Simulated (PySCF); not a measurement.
## Levels of Cl⁶⁺ from EOM-EA-GCCSD

Reference: closed-shell Cl⁷⁺, [Ne]; one electron is added. Calculated with PySCF 2.14, two-component X2C-1e with screened spin-orbit coupling, an even-tempered Gaussian basis (19 s from 0.15 bohr⁻², ratio 2.6; 12 p from 0.19 bohr⁻², ratio 2.6; 7 d from 0.2 bohr⁻², ratio 2.8; 3 f from 11 bohr⁻², ratio 2.8); frozen 1s2; the 46 highest virtual spinors dropped; of the others 44 kept and the rest restored at second order. No Breit or QED terms. Binding energies in eV.

```
level  Koopmans  second order  EOM-CCSD
3s1/2    113.63        114.12    114.12
3p1/2    98.416        98.856    98.862
3p3/2    98.172        98.608    98.615
3d3/2    77.702        77.936    77.942
3d5/2    77.692        77.925    77.931
```

Electric-dipole lines between these computed levels:

```csv
lower,upper,ΔE (eV),vacuum wavelength (nm)
3s1/2,3p1/2,15.260,81.25
3s1/2,3p3/2,15.508,79.95
3p1/2,3d3/2,20.920,59.27
3p3/2,3d3/2,20.672,59.98
3p3/2,3d5/2,20.683,59.94
```

Quantum defects δ = n − Z_c √(13.6057 eV / E) with Z_c = 7: 3s1/2 0.583, 3p1/2 0.403, 3p3/2 0.400, 3d3/2 0.075, 3d5/2 0.075.

For comparison, the ionisation energy of Cl⁶⁺ is 114.20 eV (measured; NIST Atomic Spectra Database, ionization energies).

Only part of the computed levels is shown.

The screened spin-orbit operator tends to give fine-structure splittings of light species too large.

The highest levels are limited by the diffuse functions of the basis.
